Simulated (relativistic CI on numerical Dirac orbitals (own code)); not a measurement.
**Line list: Electric-dipole lines, Nb²³⁺**

Method of calculation: Dirac-Coulomb-Breit CI, orbitals from a KLI potential per configuration, QED by a radiative potential, unscaled Slater integrals (own radial code, finite nucleus).

Configurations in the expansion (outside the closed core [Ne]): 3s²3p⁶, 3s²3p⁵3d, 3s3p⁶3d, 3s²3p⁵4s, 3s²3p⁵4p, 3s²3p⁵4d, 3s3p⁶4s, 3p⁶3d4p, 3s²3p⁵4f, 3s3p⁶4p, 3s3p⁶4d, 3s3p⁶4f, 3s²3p⁵5s, 3s²3p⁵5p, 3s²3p⁵5d, 3s²3p⁵5f, 3s²3p⁵5g, 3s3p⁶5s, 3s3p⁶5p, 3s²3p⁵6s, 3s3p⁶5d, 3s²3p⁵6p, 3p⁶3d², 3p⁵3d³, 3p⁵3d²4s, 3p⁵3d²4p, 3p⁵3d²4d, 3p⁶3d4s, 3p⁵3d4s², 3p⁵3d4s4p, 3p⁵3d4s4d. Double excitations out of closed p, d and f shells are left out; levels of such configurations are missing from the list, as are those of other unlisted configurations, and high levels can miss mixing partners. These lack a partner that the ground configuration has and come out too high: 3s²3p⁵4f, 3s²3p⁵5s, 3s²3p⁵5p, 3s²3p⁵5d, 3s²3p⁵5f.

```csv
λ vac (nm),Lower,Upper,A (s⁻¹),E lower (10³ cm⁻¹),E upper (10³ cm⁻¹)
1.4855,3s²3p⁶ ¹S0 [1],3s²3p⁵5d ¹P°1 [209],4.54e+12,0.0,6731.9
1.6778,3s²3p⁵3d ³F°2 [10],3s²3p⁵5f ³G3 [231],2.94e+12,1079.7,7040.0
1.6791,3s²3p⁵3d ³P°2 [4],3s²3p⁵5f ³D3 [215],1.98e+12,920.0,6875.6
1.6801,3s²3p⁵3d ³F°3 [5],3s²3p⁵5f ³G4 [214],2.87e+12,920.5,6872.4
1.6831,3s²3p⁵3d ³F°4 [6],3s²3p⁵5f ³G5 [213],3.18e+12,928.6,6870.0
1.6867,3s²3p⁵3d ¹D°2 [7],3s²3p⁵5f ¹F3 [216],2.40e+12,951.2,6880.0
1.6922,3s²3p⁵3d ¹F°3 [12],3s²3p⁵5f ³G4 [233],3.15e+12,1135.1,7044.6
1.6984,3s²3p⁵3d ³D°3 [8],3s²3p⁵5f ³F4 [217],2.88e+12,995.3,6883.2
1.9147,3s²3p⁶ ¹S0 [1],3s²3p⁵4d ³D°1 [160],4.03e+12,0.0,5222.8
1.9730,3s²3p⁶ ¹S0 [1],3s²3p⁵4d ¹P°1 [152],8.17e+12,0.0,5068.4
2.2239,3s²3p⁵3d ³P°0 [2],3s²3p⁵4f ³D1 [165],3.85e+12,860.8,5357.5
2.2280,3s²3p⁵3d ³P°1 [3],3s²3p⁵4f ³D2 [166],4.58e+12,880.6,5369.0
2.2330,3s²3p⁵3d ³F°3 [5],3s²3p⁵4f ¹F3 [170],1.33e+12,920.5,5398.7
2.2337,3s²3p⁵3d ³P°1 [3],3s²3p⁵4f ³D1 [165],3.69e+12,880.6,5357.5
2.2369,3s²3p⁵3d ³F°2 [10],3s²3p⁵4f ³G3 [175],7.12e+12,1079.7,5550.1
2.2389,3s3p⁶3d ³D1 [14],3s3p⁶4f ³F°2 [185],6.52e+12,1807.3,6273.8
2.2396,3s²3p⁵3d ³P°2 [4],3s²3p⁵4f ³D3 [169],4.79e+12,920.0,5385.0
2.2417,3s²3p⁵3d ³F°3 [5],3s²3p⁵4f ³G4 [168],6.87e+12,920.5,5381.4
2.2435,3s3p⁶3d ³D2 [15],3s3p⁶4f ³F°3 [186],6.80e+12,1817.5,6274.9
2.2477,3s²3p⁵3d ³P°2 [4],3s²3p⁵4f ³D2 [166],2.98e+12,920.0,5369.0
2.2485,3s²3p⁵3d ¹D°2 [7],3s²3p⁵4f ¹F3 [170],5.56e+12,951.2,5398.7
2.2492,3s²3p⁵3d ³F°4 [6],3s²3p⁵4f ³G5 [167],7.60e+12,928.6,5374.7
2.2541,3s3p⁶3d ³D3 [16],3s3p⁶4f ³F°4 [187],7.71e+12,1840.4,6276.8
2.2561,3s²3p⁵3d ³D°2 [11],3s²3p⁵4f ³D3 [176],7.26e+12,1121.7,5554.1
2.2600,3s²3p⁵3d ¹F°3 [12],3s²3p⁵4f ¹G4 [177],7.50e+12,1135.1,5559.8
2.2670,3s²3p⁵3d ³D°3 [8],3s²3p⁵4f ³F4 [171],6.81e+12,995.3,5406.5
2.2780,3s²3p⁵3d ³D°3 [8],3s²3p⁵4f ³D3 [169],1.61e+12,995.3,5385.0
2.2788,3s3p⁶3d ¹D2 [17],3s3p⁶4f ¹F°3 [188],7.40e+12,1913.7,6302.0
2.2842,3s²3p⁵3d ³D°1 [9],3s²3p⁵4f ¹D2 [172],4.16e+12,1047.6,5425.5
2.3504,3s²3p⁵3d ¹P°1 [13],3s²3p⁵4f ¹D2 [178],3.82e+12,1321.8,5576.4
6.3758,3s²3p⁵4f ³G5 [167],3s²3p⁵5g ³H°6 [224],1.59e+12,5374.7,6943.1
6.4022,3s²3p⁵4f ³G4 [168],3s²3p⁵5g ¹H°5 [225],1.47e+12,5381.4,6943.4
6.4297,3s²3p⁵4f ¹G4 [177],3s²3p⁵5g ³H°5 [238],1.57e+12,5559.8,7115.1
6.4690,3s²3p⁵4f ³F4 [171],3s²3p⁵5g ³G°5 [230],1.40e+12,5406.5,6952.3
7.3650,3p⁶3d² ³F2 [18],3p⁵3d³ ³D°1 [145],6.04e+11,3675.6,5033.4
7.4413,3p⁶3d² ³F3 [19],3p⁵3d³ ³D°2 [146],5.72e+11,3700.8,5044.7
7.5457,3p⁶3d² ³F4 [20],3p⁵3d³ ³D°3 [148],5.83e+11,3723.9,5049.1
7.5656,3s²3p⁶ ¹S0 [1],3s²3p⁵3d ¹P°1 [13],7.07e+11,0.0,1321.8
7.5884,3p⁶3d² ¹G4 [24],3p⁵3d³ ¹F°3 [157],6.81e+11,3785.0,5102.8
7.7361,3p⁶3d² ¹G4 [24],3p⁵3d³ ¹G°4 [154],7.48e+11,3785.0,5077.7
7.8333,3p⁶3d² ³F4 [20],3p⁵3d³ ³F°4 [140],5.58e+11,3723.9,5000.5
8.0643,3p⁶3d² ³F2 [18],3p⁵3d³ ³F°2 [130],4.23e+11,3675.6,4915.7
8.5466,3p⁶3d² ¹G4 [24],3p⁵3d³ ¹H°5 [135],1.44e+11,3785.0,4955.1
10.967,3s²3p⁵3d ³F°4 [6],3s3p⁶3d ³D3 [16],9.97e+10,928.6,1840.4
11.148,3s²3p⁵3d ³F°3 [5],3s3p⁶3d ³D2 [15],9.36e+10,920.5,1817.5
```

Terms are leading LS components. Brackets give the number of a level in order of energy, since labels repeat. The list gives strong lines, with weight on those to low levels, without lines whose two gauges differ by over a factor of 2.5, among the lowest 400 of 1344 levels, so that lines to higher ones, which can be the strongest, are missing. Levels whose partners in the same complex of configurations lie outside the list can be far off, and so can their lines. Rates are taken at the computed energies, electric ones in the length gauge.

At this charge energies of transitions that change n are usually good to better than 1 %, and those within a shell (Δn = 0) to a few per cent.

LS names give the leading component of a level, which can be under half, so a name can repeat, a term be missing and a line seem to break the LS rules.
